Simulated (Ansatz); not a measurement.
One change: `OCNBF` becomes `OCNBCl`.

Ansatz, PBE0-D4/def2-TZVP geometries, multiplicity 1. Each molecule was computed in one conformer, which needn't be the lowest.

```tsv
property	`OCNBF`
HOMO–LUMO gap (PBE0/def2-TZVPP) / eV	8.66
HOMO energy (ωB97M-V/def2-TZVPP) / eV	-10.46
size of the dipole moment (ωB97M-V/def2-TZVPP) / D	3.18
HOMO–LUMO gap (B3LYP/def2-TZVPP) / eV	8.11
HOMO–LUMO gap (ωB97M-V/def2-TZVPP) / eV	12.61
LUMO energy (ωB97M-V/def2-TZVPP) / eV	2.15
```

Problem. What does the change do to each property? (An estimate is asked.)

Solution. The calculation gave: 
| property | `OCNBCl` | shift |
| --- | --- | --- |
| HOMO–LUMO gap (PBE0/def2-TZVPP) / eV | 8.20 | -0.46 |
| HOMO energy (ωB97M-V/def2-TZVPP) / eV | -10.54 | -0.08 |
| size of the dipole moment (ωB97M-V/def2-TZVPP) / D | 3.58 | 0.40 |
| HOMO–LUMO gap (B3LYP/def2-TZVPP) / eV | 7.71 | -0.40 |
| HOMO–LUMO gap (ωB97M-V/def2-TZVPP) / eV | 12.28 | -0.33 |
| LUMO energy (ωB97M-V/def2-TZVPP) / eV | 1.74 | -0.41 |

With PBE0 the HOMO falls by 0.17 eV and the LUMO falls by 0.63 eV, so the gap narrows by about 0.46 eV. PBE moves the HOMO by -0.28 eV and ωB97M-V by -0.08 eV. Dipoles are sizes alone; their direction can turn.

B3LYP here is the variant with VWN-RPA as its local correlation; programs differ in this.
